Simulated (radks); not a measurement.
The mean radii <r> (bohr) of the occupied orbitals of an atom or ion are listed with their occupations. All-electron calculation, Dirac Kohn-Sham, PBE, spin-unpolarised, spherical densities, point nucleus. Program: a radial shooting solver on a logarithmic mesh with Libxc functionals.

orbital  occ.      <r>
1s1/2       2  0.02001
2s1/2       2  0.08427
2p1/2       2  0.07006
2p3/2       4  0.07744
3s1/2       2   0.2188
3p1/2       2   0.2085
3p3/2       4   0.2219
3d3/2       4   0.1949
3d5/2       6   0.1990
4s1/2       2   0.4562
4p1/2       2   0.4558
4p3/2       4   0.4768
4d3/2     1.2   0.4711
4d5/2     1.8   0.4771

Name the element and its charge. Open shells, if any, are shared by 2j + 1.

Answer. Z = 69, thulium, charge +30: Tm30+ in [Kr] 4d3. The 1s radius gives Z: for a bare nucleus <r> = (2 gamma + 1)/(2Z) with gamma = sqrt(1 - (Z/c)^2), 0.01977 bohr for Z = 69, and screening makes it slightly larger (0.02001 here). The occupations add up to 39, and the charge is Z minus that.
